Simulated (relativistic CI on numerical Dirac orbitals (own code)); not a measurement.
## What each ingredient does to the levels of Lu XX

Base calculation: Dirac-Coulomb-Breit CI, KLI orbitals optimised for each configuration, model QED (radiative potential, 1s self-energy scaled to tabulated hydrogen-like ionisation energies), unscaled Slater integrals.

Configurations in the expansion (outside the closed core [Ar] 3d10 4p6 4d10): 4s2 4f6, 4s2 4f5 5s, 4s2 4f4 5s2, 4s2 4f5 6s, 4s 4f7, 4f8. Levels of other configurations are missing.

Variants: (1) valence Slater integrals scaled by 0.9; (2) Breit term removed; (3) one mean potential for all configurations. Shifts of the energy above 4s2 4f6 7F_0, in cm⁻¹, for the lowest level and the first level of each name with at least 55 % of one term (blank where a level changes its place among those of its configuration and J or its character, or is not in the variant):

```
       Level     Base     Δ(1)     Δ(2)    Δ(3)
4s2 4f6 7F_0      0.0      0.0      0.0     0.0
4s2 4f6 7F_1   2607.5   +444.8   +411.8  -191.7
4s2 4f6 7F_2   6093.0   +739.4   +866.3  -367.4
4s2 4f6 7F_3   9788.7   +868.3  +1296.3  -499.7
4s2 4f6 7F_4  13424.6   +871.7  +1699.7  -592.1
4s2 4f6 7F_5  16847.4   +768.7  +2079.5  -646.9
4s2 4f6 7F_6  19886.4   +532.0  +2430.8  -654.8
4s2 4f6 5D_1  40993.8  -2888.3   +594.8  +281.7
4s2 4f6 5D_2  50206.7  -2984.2  +1199.8   +95.5
4s2 4f6 5L_6  51495.9  -4679.4  +1150.9  +591.9
4s2 4f6 5L_7  57161.1  -4145.7  +2063.4  +273.4
4s2 4f6 5G_2  59133.8  -4738.7   +824.2  +494.5
4s2 4f6 5D_3  59357.4           +1524.8   +87.5
4s2 4f6 5L_8  61074.2  -3989.5  +2779.4  +113.1
```

At this charge energies of transitions that change n are usually good to better than 1 %, and those within a shell (Δn = 0) to a few per cent. Terms inside the open d or f shell come out 10 to 20 % too wide with unscaled integrals.

Ionisation energy from the two ground configurations alone: base 493.129 eV; valence Slater integrals scaled by 0.9 492.828 eV. The NIST ASD value (theoretical) is 520 eV. The gap of more than 2 % comes from missing correlation, or from a tabulated value that is itself an estimate.

LS names give the leading component of a level, which can be under half, so a name can repeat, a term be missing and a line seem to break the LS rules.
